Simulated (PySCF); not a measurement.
Computed IR spectrum (relative IR intensity) of a molecule C₅H₈. Geometry optimised at PBE-D3(BJ)/def2-SVP. One conformer was computed; it need not be the lowest. All values below come from PBE-D3(BJ)/def2-SVP (PySCF). Harmonic, unscaled wavenumbers; measured fundamentals usually lie a few per cent lower.

ν (cm⁻¹): 138 (vw), 192 (vw), 259 (vw), 628 (vw), 818 (m), 876 (s), 880 (m), 944 (w), 954 (m), 1012 (s), 1178 (vw), 1233 (vw), 1275 (w), 1340 (vw), 1381 (m), 1396 (m), 1409 (w), 1630 (w), 1682 (m), 2950 (s), 3014 (m), 3058 (w), 3068 (vw), 3070 (vs), 3076 (w), 3176 (m) (against the strongest line: vs over 80 %, s over 45 %, m over 15 %, w over 4 %, vw less)

### Question
Which structure fits?
(A) C=C/C=C/C
(B) CC=C=CC
(C) C[C@@H]1C=CC1
(D) C#CCCC

### Answer
A, C=C/C=C/C
